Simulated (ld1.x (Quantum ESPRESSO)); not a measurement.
# What one change does to a pseudopotential (rhenium, TM)

```
Element                 : rhenium
Generator               : ld1.x (Quantum ESPRESSO) 7.5
Type                    : norm-conserving Troullier–Martins (Kleinman–Bylander form)
Functional              : LDA (PZ)
Relativity              : fully relativistic
Frozen core             : [Xe] 4f14
Valence charge          : 7
Reference configuration : 5d5 6s1.5 6p0 (charge +0.5)
Partial waves           : 6p (bound, empty): rc 3.00 bohr; 5d (bound): rc 2.65 bohr; 6s (bound): rc 2.05 bohr
Local potential         : the s channel
Core correction         : a·sin(br)/r model core inside 1.15 bohr
```

Open shells are filled in proportion to 2j + 1 (rel_dist='average').

All-electron outer shells of the reference configuration (LDA (PZ), scalar-relativistic, ld1.x):

```json
{"shell": "4f", "level (eV)": "-46.37", "outermost node (bohr)": "–", "outermost maximum (bohr)": "0.41"}
{"shell": "6s", "level (eV)": "-9.49", "outermost node (bohr)": "1.24", "outermost maximum (bohr)": "2.51"}
{"shell": "5d", "level (eV)": "-9.26", "outermost node (bohr)": "0.62", "outermost maximum (bohr)": "1.43"}
{"shell": "6p", "level (eV)": "-4.18", "outermost node (bohr)": "1.48", "outermost maximum (bohr)": "3.39"}
```

Change: wave 6p (bound): rc 3.00 bohr becomes 6p (bound): rc 2.22 bohr.

Cutoffs: the cutoffs (Ry, on a coarse ladder) from which the occupation-weighted sum of valence levels, in a spherical-Bessel basis at the reference potential, stays within 10 and 1 mRy of its value at 400 Ry; they do not see the model core or the augmentation charge, which bear on the density cutoff. Errors are all-electron minus pseudo energies relative to the spin-unpolarised reference configuration.

What does the change do?

The potential gets neither clearly harder nor softer (30 Ry and 45 Ry → 30 Ry and 45 Ry); a bound ghost appears in p, which as a rule spoils a file; of the 7 tests that both files solve, the error grows in 0 and shrinks in 2 by more than 15 % and 0.3 meV (median size 11.0 → 5.3 meV).

| quantity | base | changed |
| --- | --- | --- |
| cutoff, loose | 30 Ry | 30 Ry |
| cutoff, tight | 45 Ry | 45 Ry |
| bound ghosts | none | p3/2 |
| error for 5d5 6s2 6p0, meV [ΔE -3.91 eV] | -0.5 | -0.5 |
| error for 5d5 6s1 6p0, meV [ΔE 5.62 eV] | -0.7 | -0.7 |
| error for 5d5 6s0 6p0, meV [ΔE 22.30 eV] | -15 | -15 |
| error for 5d5 6s0 6p2, meV [ΔE 6.04 eV] | -11 | -5.3 |
| error for 5d4 6s2 6p0, meV [ΔE 6.29 eV] | -36 | -36 |
| error for 5d5 6s1 6p1, meV [ΔE 0.91 eV] | -2.3 | -0.8 |
| error for 5d3 6s0 6p0, meV [ΔE 89.39 eV] | -597 | -597 |

 A true bound ghost makes a file unfit for plane-wave use even where its test errors are small: the radial tests pick states by their node count and pass the ghost by.
